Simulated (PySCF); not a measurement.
Method: B3LYP-D3(BJ)/def2-TZVP // PBE0-D4/def2-TZVP in PySCF 2.14.0. Gas-phase values, no solvent. One relaxed conformer stands for a flexible species; it need not be the lowest. B3LYP has the VWN-RPA correlation part, as in Gaussian. Excitations are Tamm–Dancoff values on a coarser integration grid. The basis has no diffuse functions, so Rydberg states are missing or too high.

Reference species (SMILES): `[SiH3]Cl` (neutral, multiplicity 1).

| Property | Value |
|---|---|
| HOMO | -8.77 eV |
| HOMO–LUMO gap | 8.48 eV |
| T1 excitation (TDA) | 6.90 eV |
| S1–T1 gap (TDA) | 0.38 eV |

After one change: the HOMO increases by 0.65 eV; the HOMO–LUMO gap decreases by 1.48 eV; the T1 excitation (TDA) decreases by 2.58 eV; the S1–T1 gap (TDA) increases by 1.56 eV.

Problem. What was changed between the two runs? The new species is one of these.
(A) `CN[SiH2]Cl` (C–N–Si–Cl torsion 69°)
(B) `Cl[SiH2]Cl`
(C) `S=C[SiH2]Cl` (S–C–Si–Cl torsion 180°)
(D) `C=C[SiH2]Cl` (C–C–Si–Cl torsion 119°)

Solution. D, `C=C[SiH2]Cl` (C–C–Si–Cl torsion 119°)
